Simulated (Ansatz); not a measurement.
Isolated molecules relaxed with PBE0-D4/def2-TZVP in Ansatz; ΔE leaves out vibrations. CBS: MP2 limit from def2 TZ/QZ plus the TZ coupled-cluster correction, frozen cores. This one scheme is used for every species. DFT in def2-TZVPP. B3LYP here is the variant with VWN-RPA as its local correlation; programs differ in this. Each species was taken in one conformer, which may not be the lowest.

Consider the silylene formation by 1,1-elimination: `N[SiH](N)[SiH3]` → `N[SiH3]` + `N[SiH]`.

```
level  ΔE (eV)
 BLYP     1.35
B3LYP     1.51
```

Q: What does CCSD(T)/CBS give? (Estimate.)

A: The calculation gave: +1.74 eV. The listed levels differ from it by -0.39, -0.23 eV.

Q: What do rigid-rotor, harmonic-oscillator terms from PBE0-D4/def2-TZVP frequencies (298.15 K, 1 bar) make of the CCSD(T)/CBS value? (Best estimate.)

A: Computed: ΔZPE = -0.06 eV, ΔH = +1.69 eV, ΔS = 150 J/(mol·K), ΔG = +1.23 eV.

Largest T1 diagnostic among the species: 0.015.

The D4 term adds +0.17 eV with B3LYP and +0.10 eV with PBE0; it sums over pairs of atoms, weighted by their polarisabilities, and B3LYP, whose exchange is more repulsive, gets the larger term. At CCSD(T), def2-SVP lies −0.29 eV from the extrapolated value and def2-TZVPP −0.07 eV. Leaving LDA and LC-ωPBE aside and taking each functional with its dispersion term where it has one, the values, not all of them listed here, spread over 0.39 eV, from BLYP-D4 to r2SCAN0-D4. LDA lies +0.33 eV from PBE without D4.
